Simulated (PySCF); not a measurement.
Compound: C5H6F2O2.
SMILES: `C=C(OC(F)F)[C@H]1CO1`

Vertical excitations from PySCF (density fitting, frozen core in the response, grid level 2 and gas phase unless stated; continuum runs use non-equilibrium linear response for the excitations) on a GFN2-xTB geometry. Reference run:

```tsv
settings	S1, eV (f)	S2, eV (f)	S3, eV (f)	S4, eV (f)	S5, eV (f)	S6, eV (f)	T1, eV (Tamm–Dancoff)	mean α (au)
B97-2/def2-SVPD, grid level 1, start guess vsap, TDA, 12 singlets	6.67 (0.003)	7.12 (0.350)	7.19 (0.094)	7.68 (0.006)	7.72 (0.001)	7.87 (0.017)	4.34	68.1
```

Task: What do these settings give: BHandHLYP/def2-SVPD, energy threshold 1e-07 Eh, full TDDFT, 12 singlets?

Result: 
| settings | S1, eV (f) | S2, eV (f) | S3, eV (f) | S4, eV (f) | S5, eV (f) | S6, eV (f) | T1, eV (Tamm–Dancoff) | mean α (au) |
| --- | --- | --- | --- | --- | --- | --- | --- | --- |
| BHandHLYP/def2-SVPD, energy threshold 1e-07 Eh, full TDDFT, 12 singlets | 7.07 (0.395) | 7.52 (0.033) | 7.82 (0.010) | 8.37 (0.002) | 8.46 (0.013) | 8.57 (0.006) | – | 66.0 |

S1 moves by +0.40 eV; functional and response scheme change together, so the shift can't be laid on one. States are counted by energy in each run and needn't keep their character from row to row.

Task: Which orbital pairs make up S1 in each run, and how does it sit against the orbital gap?

Result: 
| settings | S1 configurations (weight) | S1 (eV) | orbital gap (eV) | S1 − gap (eV) |
| --- | --- | --- | --- | --- |
| B97-2/def2-SVPD, grid level 1, start guess vsap, TDA, 12 singlets | H−1→L 0.96 | 6.67 | 6.97 | -0.30 |
| BHandHLYP/def2-SVPD, energy threshold 1e-07 Eh, full TDDFT, 12 singlets | H→L 0.94 | 7.07 | 9.41 | -2.34 |

The values belong to the conformer `[CH2:1]=[C:2]([O:3][CH:4]([F:5])[F:6])[C@H:7]1[CH2:8][O:9]1`: C1–C2–O3–C4 -168°, C2–O3–C4–F5 162°, C1–C2–C7–C8 38°.
